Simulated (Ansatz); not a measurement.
Species: tribromo(ethyl)germane, C2H5Br3Ge, charge 0, multiplicity 1. 
Coordinates optimised at B3LYP-D3(BJ)/def2-TZVP (Ansatz, a quantum-chemistry and plane-wave program):
SMILES: C[CH2][Ge]([Br])([Br])[Br]
```xyz
11

C     -3.1297     0.0893     0.2709
C     -2.0416    -0.9679     0.1210
Ge    -0.2431    -0.1984     0.0099
Br    -0.0764     1.2283    -1.8126
Br     0.2410     1.0256     1.9210
Br     1.3561    -1.8604    -0.2163
H     -3.1401     0.7736    -0.5780
H     -2.9908     0.6783     1.1780
H     -4.1102    -0.3875     0.3284
H     -2.0126    -1.6545     0.9685
H     -2.1619    -1.5591    -0.7881
```

Quantity: vertical triplet-singlet gap (E(triplet) - E(singlet); each state is the SCF solution reached for its spin), in kJ/mol. Valence correlation only, unless marked. UHF or UKS for open shells. No spin-orbit coupling. The frozen core is the preceding noble-gas configuration, with the filled d and f shells of earlier blocks. Non-relativistic. Basis-set limits of correlation are two-point, X^-3; Hartree-Fock from the larger set.

```tsv
level	program	vertical triplet-singlet gap (kJ/mol)
HF/aug-cc-pVTZ	Ansatz	527.9
PBE/def2-TZVPD	Ansatz	414.6
r2SCAN/def2-TZVPD	Ansatz	443.8
B3LYP/def2-TZVPD	Ansatz	452.0
PBE0/def2-TZVPD	Ansatz	471.0
CAM-B3LYP/def2-TZVPD	Ansatz	499.2
wB97X-V/def2-TZVPD	Ansatz	533.2
B2PLYP/def2-TZVPD	Ansatz	506.0
MP2/aug-cc-pVDZ	Ansatz	558.3
RI-MP2/aug-cc-pVTZ	Ansatz	564.4
RI-MP2/CBS(aug-cc-pVTZ,aug-cc-pVQZ)	Ansatz	571.2
SCS-MP2/aug-cc-pVDZ	Ansatz	560.9
CCSD/aug-cc-pVDZ	Ansatz	538.6
CCSD(T)/aug-cc-pVDZ	Ansatz	533.1
```
